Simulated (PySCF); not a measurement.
WF3, SMILES [F][W]([F])[F] (connectivity only; charge and spin as stated), neutral, multiplicity 4. Geometry optimised at B3LYP-D3(BJ)/def2-TZVP. The multiplicity is an assumed one; other spin states were not compared. The def2 effective core potentials stand for the cores of W; spin–orbit coupling is left out.

Method: B3LYP-D3(BJ)/def2-TZVP in PySCF 2.14.0.

Harmonic wavenumbers (cm⁻¹): 147, 157, 157, 675, 676, 680. Rotational constants (GHz): 5.029, 5.029, 2.515; symmetry number 6.

**Question.** Work out the zero-point energy and the ideal-gas rigid-rotor harmonic-oscillator thermochemistry at 298.15 K and 1 atm.

**Answer.** ZPE = ½ Σ hcν = ½ × 2492 cm⁻¹ = 14.90 kJ/mol. H − E(el) = 30.80 kJ/mol. Entropy in J/(mol K): translation 177.14, rotation 94.00, vibration 37.19, spin 11.53, total 319.85. G − E(el) = -64.56 kJ/mol. Cp = 68.06 J/(mol K). Modes under 150 cm⁻¹ make the vibrational entropy uncertain.
